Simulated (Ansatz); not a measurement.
Reaction (formal exchange of groups at the In–H bond): `[Cl][InH][Cl]` + `BrC1CCCC1` → `[Cl][In]([Cl])[Br]` + `C1CCCC1`

Isolated molecules relaxed with PBE0-D4/def2-TZVP in Ansatz; ΔE leaves out vibrations. CBS: MP2 limit from def2 TZ/QZ plus the TZ coupled-cluster correction, frozen cores. DFT in def2-TZVPP. B3LYP here is the variant with VWN-RPA as its local correlation; programs differ in this. HSE06 is defined as in plane-wave codes. Elements past krypton have def2 core potentials. For Br, In outer-core shells are correlated without core-valence functions, which leaves a few kJ/mol of doubt a bond. Scalar relativity is left out up to krypton.

| level | ΔE (kJ/mol) |
| --- | --- |
| B3LYP-D4 | -156.0 |
| r2SCANh-D4 | -157.5 |
| BHLYP-D4 | -165.1 |
| B2PLYP | -158.6 |
| HSE06 | -157.8 |
| RPA@PBE/def2-TZVPP | -144.7 |
| SCS-MP2/def2-TZVPP | -153.8 |
| CCSD/CBS(def2) | -160.7 |

(1) What does CCSD(T)/CBS give? (Estimate.)

Largest T1 diagnostic among the species: 0.013.

Results:

(1) Computed: -157.5 kJ/mol. The listed levels differ from it by 1.5, 0.0, -7.6, -1.1, -0.3, 12.8, 3.7, -3.2 kJ/mol.

From PBE to PBE0 (25 % exact exchange), in def2-TZVPP and without D4, ΔE moves by −6.2 kJ/mol. At CCSD(T), def2-SVP lies −11.7 kJ/mol from the extrapolated value and def2-TZVPP +5.5 kJ/mol.
